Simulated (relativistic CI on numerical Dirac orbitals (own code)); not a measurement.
**Zr XXVI: q coefficients and field-shift factors**

Calculated at this level of theory: Dirac-Coulomb-Breit CI, separate exchange-only KLI orbitals for each configuration, derivatives by finite differences, unscaled Slater integrals, QED left out (own radial code, finite nucleus).

CI space (outside the closed core [Ne]): 3s2 3p3, 3s 3p4, 3s2 3p2 3d, 3p5, 3s 3p3 3d, 3p4 3d, 3s2 3p 3d2, 3s2 3d3, 3s 3p 3d3, 3p3 3d2, 3p2 3d3. Double excitations out of closed p, d and f shells are left out; levels of such configurations are missing from the list, as are those of other unlisted configurations, and high levels can miss mixing partners.

With x = (α/α₀)² − 1 an excitation energy changes as ω = ω₀ + qx; K = 2q/ω₀ is the relative enhancement. Terms are leading LS components, so labels can repeat. The field-shift factor is F = δν/δ⟨r²⟩ for the transition from the lowest level.

Lowest level 3s2 3p3 4S°_3/2.

```tsv
Level	ω₀ (cm⁻¹)	q (cm⁻¹)	F (GHz/fm²)
3s2 3p3 2D°_3/2	123371	124800	-1.4
3s2 3p3 2D°_5/2	164046	139000	-1.49
3s2 3p3 2P°_1/2	218109	141300	-2.63
3s2 3p3 2P°_3/2	335116	294500	-4.94
3s 3p4 4P_5/2	667902	172900	-140
3s 3p4 4P_3/2	742393	200500	-123
3s 3p4 4P_1/2	764877	235200	-139
3s 3p4 4P_3/2	821872	188800	-82.1
3s 3p4 2D_5/2	874242	271900	-107
3s2 3p2 3d 4F_3/2	880567	121600	-49.5
3s2 3p2 3d 4F_5/2	909174	89730	-13
3s2 3p2 3d 2P_3/2	927425	214700	-51.3
3s2 3p2 3d 2P_1/2	937036	216900	-68
3s2 3p2 3d 2F_5/2	965314	146700	-0.339
3s2 3p2 3d 4F_7/2	982275	175000	0.816
3s2 3p2 3d 2F_7/2	1000472	168400	0.952
3s2 3p2 3d 4D_1/2	1001455	218600	-45.4
3s2 3p2 3d 4D_3/2	1017490	219400	-28.4
3s2 3p2 3d 4F_9/2	1026259	200100	0.718
3s2 3p2 3d 4D_5/2	1048395	214900	-6.85
3s2 3p2 3d 2P_1/2	1093314	384300	-79.4
3s2 3p2 3d 2G_7/2	1104934	217800	0.0664
3s2 3p2 3d 2D_3/2	1118179	188900	-51.3
```

At this charge energies of transitions that change n are usually good to better than 1 %, and those within a shell (Δn = 0) to a few per cent.

Problem. Which transition from the lowest level has the largest |K|?

Solution. 3s2 3p3 2D°_3/2 at 123371 cm⁻¹, K = 2.02.
